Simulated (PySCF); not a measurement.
Molecule: SMILES F[C@@H]([Si](C)(C)C)Cl, C$_{4}$H$_{10}$ClFSi.

Geometry:
```
atom   x (Å)   y (Å)   z (Å)
  C1  -0.506  -1.163  -1.373
 Si2   0.092  -0.033  -0.006
  C3   1.285   1.274  -0.624
  C4   0.811  -1.014   1.423
  C5  -1.462   0.868   0.679
  F6  -2.353  -0.047   1.161
 Cl7  -2.242   1.817  -0.633
  H8  -1.252  -1.871  -0.982
  H9  -0.981  -0.581  -2.177
 H10   0.325  -1.741  -1.805
 H11   1.606   1.944   0.188
 H12   2.186   0.805  -1.050
 H13   0.815   1.886  -1.408
 H14   0.062  -1.711   1.828
 H15   1.681  -1.604   1.093
 H16   1.143  -0.356   2.241
 H17  -1.256   1.597   1.480
```

Geometry PBE0-D3(BJ)/def2-SVP throughout; GIAO in PySCF 2.14.0 with density-fitted response routines, gas phase, one conformer, non-relativistic; equivalent atoms averaged; basis pcSseg-1.

For orientation, PBE0 gives these shifts δ (against TMS, CFCl3, HCl at the same level): C5 107.7, C1/C3/C4 -4.8, Si2 4.9, F6 -190.5, Cl7 185.5, H17 5.91, H8/H9/H10/H11/H12/H13/H14/H15/H16 0.15 ppm.

A run gave: C5 108.9, C1/C3/C4 -5.0, Si2 5.8, F6 -184.8, Cl7 188.1, H17 5.84, H8/H9/H10/H11/H12/H13/H14/H15/H16 0.14 ppm (shifts δ (against TMS, CFCl3, HCl at the same level)).

**Question.** Which functional was used in that run?
A. CAM-B3LYP
B. BLYP
C. B97-D
D. PBE

**Answer.** A. Cl7 tells them apart best: CAM-B3LYP gives 188.1, B97-D gives 198.7, BLYP gives 214.0, PBE gives 212.4 ppm.
